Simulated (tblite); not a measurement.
C₈H₉B.
Geometry (GFN2-xTB, Å), atoms numbered from 1 in this order:
```
atom  x, y, z in Å
C1    -3.850    0.887    0.044
C2    -2.707    0.533   -0.103
B3    -1.287    0.092   -0.290
C4    -0.768   -1.400   -0.374
C5     0.760   -1.278   -0.283
C6     1.095    0.081   -0.924
C7     2.414    0.554   -0.565
C8     3.491    0.956   -0.231
C9    -0.028    1.031   -0.451
H10   -4.848    1.196    0.172
H11   -1.166   -2.091    0.370
H12   -1.047   -1.815   -1.349
H13    1.065   -1.260    0.766
H14    1.286   -2.098   -0.773
H15    1.041   -0.016   -2.015
H16    4.440    1.307    0.047
H17    0.240    1.436    0.530
H18   -0.137    1.891   -1.113
```

Calculated harmonic vibrations of the isolated species, GFN2-xTB (tblite), most abundant isotopes, no scaling. Against measured fundamentals such values can be off by several per cent, at times by over 20. One conformer, not necessarily the lowest.

Harmonic wavenumbers (cm⁻¹): 57.6, 94.3, 124.9, 155.6, 206.7, 240.3, 371.3, 380.9, 404.0, 448.4, 471.7, 514.3, 611.0, 655.7, 657.5, 665.9, 693.5, 755.3, 813.1, 883.4, 912.8, 1014.3, 1044.1, 1052.7, 1080.8, 1086.3, 1144.8, 1151.5, 1198.2, 1230.4, 1261.0, 1277.9, 1283.6, 1329.5, 1451.0, 1455.2, 1497.8, 2194.0, 2289.5, 2904.9, 2937.4, 2941.9, 2973.9, 2989.5, 2996.1, 2998.1, 3362.3, 3395.4.

A = 4332, B = 852.4, C = 738.3 MHz; mass 116.080 u (most abundant isotopes); point group C1, symmetry number 1.

**Question.** What is the zero-point energy?

**Answer.** Half the sum of the wavenumbers: 30830 cm⁻¹ = 368.81 kJ/mol.

**Question.** What is S at 400 K and 1 bar for an ideal gas of classical rigid rotors and harmonic oscillators?

**Answer.** Translation 174.26, rotation 125.66, vibration 151.93: S = 451.8 J/(mol K).

**Question.** And Cp and H(400 K) − H(0)?

**Answer.** Cp = 199.81 J/(mol K), of which vibrations give 166.55 (their classical limit is 48 R = 399.1); H(400 K) − H(0) = 46.25 kJ/mol without the zero-point energy, 32.94 from vibrations.

**Question.** Blend soft modes into free rotors: weight 1/[1 + (100 cm⁻¹/ν̃)⁴] for the oscillator and the rest for a rotor with moment μB/(μ + B), μ = h/(8π²ν), B = 10⁻⁴⁴ kg m². What vibrational entropy results?

**Answer.** 143.26 J/(mol K) in place of 151.93, which changes −T·S at 400 K by +3.47 kJ/mol.

**Question.** Which modes carry the vibrational entropy at 400 K?

**Answer.** 57.6 cm⁻¹: 21.42; 94.3 cm⁻¹: 17.34; 124.9 cm⁻¹: 15.04; 155.6 cm⁻¹: 13.25; 206.7 cm⁻¹: 10.97; 240.3 cm⁻¹: 9.78 J/(mol K); the other 42 give 64.14 together.

**Question.** What must be added to the electronic energy to get the Gibbs energy at 400 K and 1 bar?

**Answer.** ZPE + [H(400 K) − H(0)] − T·S = 368.81 + 46.25 − 180.74 = 234.32 kJ/mol.

**Question.** How do the functions run with temperature in this model?

**Answer.** 
| T (K) | S (J/(mol K)) | Cp (J/(mol K)) | H − H(0) (kJ/mol) | G − H(0) (kJ/mol) | ln q(vib) |
| --- | --- | --- | --- | --- | --- |
| 50 | 239.8 | 50.8 | 1.98 | -10.01 | 0.32 |
| 100 | 281.8 | 72.4 | 5.07 | -23.11 | 1.27 |
| 298.15 | 399.2 | 159.0 | 27.92 | -91.12 | 5.86 |
| 373.15 | 438.3 | 189.7 | 41.02 | -122.54 | 7.70 |
| 500 | 500.1 | 232.8 | 67.93 | -182.12 | 10.84 |
| 750 | 606.4 | 290.8 | 133.96 | -320.84 | 16.86 |
| 1000 | 695.6 | 328.5 | 211.67 | -483.89 | 22.46 |

q(vib) and H(0) count from the zero-point level.

Hindered rotation and anharmonicity are outside this model. Other conformers, if any are populated, would add a mixing term that is left out. The structure is chiral; the term R ln 2 for an equal mix with its mirror image is left out.

On one thread of an Arm Neoverse N1, shared host with 64 logical CPUs at a one-minute load of 60, this took 1.0 s of wall time. This covers the Hessian and the dipole derivatives.
